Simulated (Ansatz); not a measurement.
Compare A (`N=C1[SiH2]C1F`) with its isomer B (`FC1=N[SiH2]C1`).

Gas-phase electronic energies from Ansatz, PBE0-D4/def2-TZVP geometries. CCSD(T)/CBS is the MP2 limit (def2-TZVPP, def2-QZVPP) plus CCSD(T) − MP2 in def2-TZVPP, frozen cores. DFT in def2-TZVPP. B3LYP here is the variant with VWN-RPA as its local correlation; programs differ in this. Each species was taken in one conformer, which may not be the lowest.

Which is lower in electronic energy at CCSD(T)/CBS, and by how much? (Estimate.)

Computed: B, by 229.6 kJ/mol.

Give E(B) − E(A) in kJ/mol with PBE-D4, B3LYP, B2PLYP, CCSD(T)/def2-SVP, PBE0-D4, MP2/def2-TZVPP, CCSD/def2-TZVPP. (An estimate is asked.)

Ansatz gave: PBE-D4 -203.2, B3LYP -213.6, B2PLYP -225.5, CCSD(T)/def2-SVP -219.9, PBE0-D4 -222.6, MP2/def2-TZVPP -241.9, CCSD/def2-TZVPP -234.6. None reverses the order clearly.

Does the order hold for the free energy at 298.15 K (harmonic terms from PBE0-D4)? (Best estimate.)

Computed: Yes: G(B) − G(A) = -223.4 kJ/mol, for one conformer each.

Largest T1 diagnostic: 0.015.

From PBE to PBE0 (25 % exact exchange), in def2-TZVPP and without D4, E(B) − E(A) moves by −19.6 kJ/mol. At CCSD(T), def2-SVP lies +9.7 kJ/mol from the extrapolated value and def2-TZVPP −0.8 kJ/mol.
